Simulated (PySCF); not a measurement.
C7H10NP.
Atom-mapped SMILES: `[CH3:1][P:2]([CH3:3])[c:4]1[cH:5][cH:6][cH:7][cH:8][n:9]1` (hydrogens: H10, H11, H12 on C1; H13, H14, H15 on C3; H16 on C5; H17 on C6; H18 on C7; H19 on C8)

Cartesian coordinates in Å at the PBE0-D3(BJ)/def2-SVP level; atoms count from 1:
```
atom  x, y, z in Å
C1    -2.4714   -0.6078   -0.6009
P2    -1.7539   -0.1203    1.0390
C3    -2.2971    1.6340    1.1307
C4     0.0056    0.1131    0.5218
C5     0.7744   -1.0146    0.1924
C6     2.1027   -0.8399   -0.1750
C7     2.6327    0.4500   -0.1795
C8     1.7974    1.5030    0.1858
N9     0.5192    1.3442    0.5221
H10   -3.5668   -0.6596   -0.5059
H11   -2.2117    0.1047   -1.3994
H12   -2.1142   -1.6095   -0.8819
H13   -2.0321    2.2001    0.2257
H14   -1.8083    2.1153    1.9891
H15   -3.3860    1.6564    1.2889
H16    0.3305   -2.0131    0.2310
H17    2.7219   -1.6992   -0.4455
H18    3.6729    0.6370   -0.4539
H19    2.1800    2.5303    0.2049
```

The calculation used PBE0-D3(BJ)/def2-SVP geometry optimisation, gas phase in PySCF 2.14.0.

Take the most abundant isotopes and a rigid rotor. The values belong to one conformer with, in the numbering `[CH3:1][P:2]([CH3:3])[c:4]1[cH:5][cH:6][cH:7][cH:8][n:9]1`, C1–P2–C4–C5 -71°.

(1) Give the principal moments of inertia and the rotational constants in GHz.

(2) What kind of rotor is it?

(3) What does the inertial defect say?

(4) Give the other two planar moments, Paa and Pbb, and the rms extents of the mass along the axes.

(5) Which lines would a microwave search look for?

(6) Estimate the classical rotational partition function at 25 K, 50 K and 200 K.

Answers

(1) Ia = 175.16, Ib = 522.57, Ic = 634.92 u·Å²; 505379 MHz·u·Å²/I gives 2885, 967.1 and 796.0 MHz, that is A = 2.8852, B = 0.9671, C = 0.7960 GHz.

(2) An asymmetric top; Ray's κ = -0.836.

(3) Not planar: Δ = Ic − Ia − Ib = -62.81 u·Å². For a rigid frame Δ = −2 Σ m c², so Σ m c² = 31.41 u·Å² lies off the ab plane: 8.03 from hydrogen and 23.37 from heavier atoms. The atom farthest from that plane is 1.93 Å away.

(4) Paa = Σ m a² = (Ib + Ic − Ia)/2 = 491.16 and Pbb = Σ m b² = (Ia + Ic − Ib)/2 = 143.76 u·Å². With the mass M = 139.06 u, the rms extents √(P/M) along a, b and c are 1.88, 1.02, 0.48 Å.

(5) The dipole components are |μa| = 1.24 D, |μb| = 1.04 D, |μc| = 1.03 D. The squared components, which scale the intensities, stand as 1.00 : 0.70 : 0.69 (a : b : c). Some lines, for components of 0.1 D or more:

```json
{"type": "c", "branch": "Q", "J(Ka,Kc)": "4(1,4) ← 4(0,4)", "MHz": "1282", "lower level (cm⁻¹)": "0.583"}
{"type": "a", "branch": "Q", "J(Ka,Kc)": "4(1,3) ← 4(1,4)", "MHz": "1708", "lower level (cm⁻¹)": "0.625"}
{"type": "c", "branch": "Q", "J(Ka,Kc)": "2(1,2) ← 2(0,2)", "MHz": "1758", "lower level (cm⁻¹)": "0.176"}
{"type": "b", "branch": "R", "J(Ka,Kc)": "4(1,3) ← 3(2,2)", "MHz": "1867", "lower level (cm⁻¹)": "0.620"}
{"type": "a", "branch": "R", "J(Ka,Kc)": "3(1,3) ← 2(1,2)", "MHz": "5026", "lower level (cm⁻¹)": "0.235"}
{"type": "b", "branch": "Q", "J(Ka,Kc)": "4(2,2) ← 4(1,3)", "MHz": "5338", "lower level (cm⁻¹)": "0.682"}
{"type": "b", "branch": "Q", "J(Ka,Kc)": "2(2,0) ← 2(1,1)", "MHz": "5765", "lower level (cm⁻¹)": "0.252"}
{"type": "b", "branch": "Q", "J(Ka,Kc)": "3(2,2) ← 3(1,3)", "MHz": "6531", "lower level (cm⁻¹)": "0.402"}
{"type": "a", "branch": "R", "J(Ka,Kc)": "4(1,4) ← 3(1,3)", "MHz": "6689", "lower level (cm⁻¹)": "0.402"}
{"type": "b", "branch": "R", "J(Ka,Kc)": "3(1,3) ← 2(0,2)", "MHz": "6784", "lower level (cm⁻¹)": "0.176"}
{"type": "a", "branch": "R", "J(Ka,Kc)": "4(3,2) ← 3(3,1)", "MHz": "7073", "lower level (cm⁻¹)": "0.955"}
{"type": "b", "branch": "R", "J(Ka,Kc)": "2(2,1) ← 1(1,0)", "MHz": "9452", "lower level (cm⁻¹)": "0.128"}
{"type": "c", "branch": "R", "J(Ka,Kc)": "2(2,0) ← 1(1,0)", "MHz": "9463", "lower level (cm⁻¹)": "0.128"}
{"type": "c", "branch": "R", "J(Ka,Kc)": "2(2,1) ← 1(1,1)", "MHz": "9623", "lower level (cm⁻¹)": "0.123"}
{"type": "b", "branch": "Q", "J(Ka,Kc)": "3(3,1) ← 3(2,2)", "MHz": "10025", "lower level (cm⁻¹)": "0.620"}
{"type": "c", "branch": "R", "J(Ka,Kc)": "3(2,2) ← 2(1,2)", "MHz": "11557", "lower level (cm⁻¹)": "0.235"}
{"type": "c", "branch": "R", "J(Ka,Kc)": "4(2,3) ← 3(1,3)", "MHz": "13575", "lower level (cm⁻¹)": "0.402"}
{"type": "b", "branch": "Q", "J(Ka,Kc)": "4(4,0) ← 4(3,1)", "MHz": "14004", "lower level (cm⁻¹)": "1.191"}
{"type": "b", "branch": "R", "J(Ka,Kc)": "4(3,2) ← 3(2,1)", "MHz": "17043", "lower level (cm⁻¹)": "0.622"}
{"type": "c", "branch": "R", "J(Ka,Kc)": "4(4,1) ← 3(3,1)", "MHz": "21080", "lower level (cm⁻¹)": "0.955"}
```

(6) Point group C1, symmetry number σ = 1; q = (√π/σ)·√((kT/h)³/(ABC)), k/h = 20836.6 MHz/K: 14100 at 25 K, 40000 at 50 K, 320000 at 200 K.

Not checked by PBE0-D3(BJ)/def2-SVP frequencies. Zero-point vibration and centrifugal distortion are left out. A rigid rotor knows nothing of internal rotation, which can split or shift real lines. Quadrupole hyperfine structure (14N) is left out.

Hardware: one thread, Intel Xeon Platinum 8259CL at 2.50 GHz (x86_64), shared host with 96 logical CPUs at a one-minute load of 72. Cost: 2.8 min wall, 0.75 GiB resident at most. That covers the optimisation of the geometry.
